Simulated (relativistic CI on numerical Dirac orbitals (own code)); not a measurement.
## Os6+: resonant inelastic scattering at the L2,3 edge

Computed with this model: Dirac-Coulomb-Breit CI, orbitals from a KLI potential per configuration, QED by a radiative potential, valence Slater integrals scaled by 0.9, Kramers-Heisenberg scattering through one core-hole configuration in a parametric crystal field; configurations [Xe] 4f14 5d2 → [He] 2s2 2p5 3s2 3p6 3d10 4s2 4p6 4d10 4f14 5s2 5p6 5d3; 300 K; core-hole width 3 eV; summed over polarisations. Incident energies are the highest absorption maxima for each field (at most a few, so the weaker spin-orbit partner edge can be absent), on the computed scale of the free ion. Intensities are in per cent of the strongest line above 0.02 eV; levels within 1 cm⁻¹ are merged; final levels count from the ground level, the first row holds all elastic scattering, lines under 0.4 are left out and each table stops after 24 rows. The scale of the Slater integrals is a model choice and moves the terms in proportion.

Field parameters in Wybourne normalisation: D4h B²₀ = −7Ds, B⁴₀ = 21(Dq − Dt), B⁴₄ = 21√(5/14) Dq. The field is a parameter set, without covalency.

S is read from ⟨S²⟩ = S(S + 1).

D4h, 10Dq = 29550, Ds = -1500, Dt = 0 cm⁻¹:

```
Final level (eV)  Degeneracy  Irrep     S  10880.8 eV  12393.4 eV
           0.000           1     B1  0.97      3006.9       179.0
           0.075           1     B2  0.97         8.2        51.5
           0.194           1     A1  0.93        35.0         4.5
           0.241           2      E  0.95         8.8        32.5
           0.947           1     A2  1.00        17.4         4.5
           1.262           2      E  0.98         6.6         7.2
           1.401           1     A1  0.96         5.4        53.9
           2.021           1     A1  0.25        38.4         7.7
           2.112           2      E  0.30        11.9        17.7
           2.602           1     B2  0.29         7.3        21.7
           2.773           1     B1  0.16        37.2        10.8
           3.989           1     B1  1.00        10.6         4.5
           4.177           1     B2  0.92       100.0         5.3
           4.204           1     A1  0.74         7.9        15.5
           4.216           2      E  0.95        50.1         4.4
           4.370           2      E  0.98        97.6         5.4
           4.388           1     A2  0.94        12.8         3.0
           4.436           1     B1  0.98        33.9         5.8
           4.578           1     A1  0.74         5.7         5.8
           4.924           2      E  0.90        46.4         5.5
           5.170           1     A1  0.86         1.1         0.6
           5.721           1     A2  0.72        59.7         0.6
           5.727           1     B2  0.44        19.5         0.5
           5.830           2      E  0.63         7.9         3.2
```

D4h, 10Dq = 29550, Ds = -860, Dt = 0 cm⁻¹:

```
Final level (eV)  Degeneracy  Irrep     S  10880.8 eV  12393.4 eV
           0.000           1     B1  0.97      3236.6       188.1
           0.081           1     B2  0.96         7.7        54.6
           0.132           1     A1  0.94        35.5         1.6
           0.191           2      E  0.95        10.8        33.5
           0.959           1     A2  1.00        16.4         5.3
           1.127           2      E  0.99         7.8         8.5
           1.296           1     A1  0.96         8.5        60.9
           2.116           2      E  0.28        12.6        18.3
           2.152           1     A1  0.21        37.2         6.6
           2.400           1     B2  0.28         8.3        22.8
           2.566           1     B1  0.16        38.1        10.0
           3.945           1     B1  1.00        10.1         4.8
           4.149           1     B2  0.93       100.0         5.9
           4.179           1     A1  0.59        11.4        21.8
           4.182           2      E  0.94        87.2         4.7
           4.333           2      E  0.98        74.1         5.9
           4.367           1     A2  0.96        18.8         3.5
           4.396           1     B1  0.98        37.5         6.4
           4.471           1     A1  0.89         4.0         3.3
           5.109           2      E  0.90        48.2         5.8
           5.291           1     A1  0.82         2.1         1.1
           5.554           1     A2  0.94        61.5         1.1
           5.602           1     B2  0.52        26.4         0.5
           5.646           2      E  0.73         9.9         3.7
```

D4h, 10Dq = 29550, Ds = -210, Dt = 0 cm⁻¹:

| Final level (eV) | Degeneracy | Irrep | S | 10880.8 eV | 12393.4 eV |
| --- | --- | --- | --- | --- | --- |
| 0.000 | 1 | B1 | 0.96 | 2486.4 | 140.9 |
| 0.037 | 1 | A1 | 0.96 | 19.4 | 0.9 |
| 0.088 | 1 | B2 | 0.96 | 5.3 | 33.9 |
| 0.119 | 2 | E | 0.95 | 9.2 | 31.4 |
| 0.973 | 1 | A2 | 1.00 | 9.2 | 4.4 |
| 1.010 | 2 | E | 1.00 | 8.4 | 7.7 |
| 1.216 | 1 | A1 | 0.95 | 9.3 | 47.6 |
| 2.125 | 2 | E | 0.28 | 10.3 | 16.4 |
| 2.195 | 1 | B2 | 0.27 | 6.2 | 14.8 |
| 2.264 | 1 | A1 | 0.19 | 25.5 | 3.9 |
| 2.359 | 1 | B1 | 0.17 | 27.4 | 6.0 |
| 3.893 | 1 | B1 | 1.00 | 7.3 | 3.7 |
| 4.116 | 1 | B2 | 0.94 | 62.3 | 3.9 |
| 4.126 | 3 | A1+E | 0.80 | 100.0 | 25.4 |
| 4.296 | 2 | E | 0.98 | 43.4 | 5.2 |
| 4.311 | 1 | A2 | 0.97 | 20.6 | 3.0 |
| 4.361 | 1 | B1 | 0.98 | 23.9 | 4.2 |
| 4.379 | 1 | A1 | 0.98 | 6.7 | 1.4 |
| 5.284 | 2 | E | 0.93 | 33.3 | 3.9 |
| 5.321 | 1 | A1 | 0.78 | 3.4 | 1.0 |
| 5.363 | 1 | A2 | 0.97 | 31.9 | 1.1 |
| 5.450 | 2 | E | 0.70 | 19.2 | 2.4 |
| 5.464 | 1 | B2 | 0.61 | 22.0 | 0.6 |
| 5.870 | 1 | A1 | 0.96 | 3.5 | 0.1 |

For the first field the strongest loss at the lowest incident energy is the level at 4.18 eV (S = 0.92, against 0.97 in the thermal ground state). Levels of other spin, the first over 8 % at 2.02 eV, appear because spin-orbit coupling of the core hole, and in heavier ions of the valence shell too, mixes spins.
